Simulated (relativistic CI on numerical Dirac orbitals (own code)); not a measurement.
# Hf IV: sensitivity of the levels to the model

Base calculation: Dirac-Coulomb-Breit CI, separate exchange-only KLI orbitals for each configuration, model QED, valence Slater integrals scaled by 0.85, P86 correlation energy added to each configuration.

Configurations in the expansion (outside the closed core [Kr] 4d10 5s2): 4f14 5p6 5d, 4f14 5p6 6s, 4f14 5p6 6p, 4f14 5p6 5f, 4f14 5p6 5g, 4f14 5p6 6d, 4f13 5p6 5d2, 4f14 5p6 7s, 4f14 5p6 7p, 4f13 5p6 5d 6s, 4f14 5p5 5d2, 4f14 5p6 7d, 4f14 5p6 6f, 4f14 5p6 7f. Double excitations out of closed p, d and f shells are left out; levels of such configurations are missing from the list, as are those of other unlisted configurations, and high levels can miss mixing partners.

The lowest level and the first level of each name with at least 55 % of one term (blank where a level has no safe partner in the second run):

```csv
Level,Base (cm⁻¹),Shift (cm⁻¹)
4f14 5p6 5d 2D_3/2,0.0,0.0
4f14 5p6 5d 2D_5/2,3933.4,0.0
4f14 5p6 6s 2S_1/2,22144.5,0.0
4f14 5p6 6p 2P°_1/2,67903.8,-407.5
4f14 5p6 6p 2P°_3/2,76875.4,-273.8
4f13 5p6 5d2 4I°_13/2,128310.3,-1480.3
4f13 5p6 5d2 4I°_15/2,130942.7,-1418.1
4f13 5p6 5d2 4H°_13/2,132819.7,-1191.6
4f13 5p6 5d2 4G°_11/2,133029.4,-985.1
4f13 5p6 5d2 2P°_1/2,134850.1,-1267.4
4f13 5p6 5d2 2G°_9/2,135757.1,-600.6
4f13 5p6 5d2 2H°_11/2,137424.6,-479.2
4f13 5p6 5d2 2K°_15/2,138276.9,-23.1
4f14 5p6 6d 2D_3/2,139024.9,0.0
4f13 5p6 5d2 4H°_7/2,139029.2,-840.1
4f14 5p6 7s 2S_1/2,139286.1,0.0
4f14 5p6 6d 2D_5/2,140284.9,0.0
4f13 5p6 5d2 4I°_11/2,142096.2,-1271.1
```

Correlation outside the listed configurations is missing or only estimated: errors of thousands of cm⁻¹ between configurations and terms are usual at this charge. Rates and lifetimes follow the computed energies and can be off by large factors. The fine structure of a lone outer electron comes out too small, for d and f at times inverted, and misplaced configurations move strength between like terms.

Problem. One thing was changed in a second run, which moved the levels as shown. Which?
A. Slater integrals left unscaled
B. configuration mixing switched off
C. valence Slater integrals scaled by 0.75
D. QED terms removed
E. one mean potential for all configurations
F. Breit term removed

Solution. A. Slater integrals left unscaled. Scaling acts on the splittings between terms and on the mixing, and leaves the fine structure of pure LS terms nearly alone; in jj coupling it moves the levels of one term differently.

LS names give the leading component of a level, which can be under half, so a name can repeat, a term be missing and a line seem to break the LS rules.
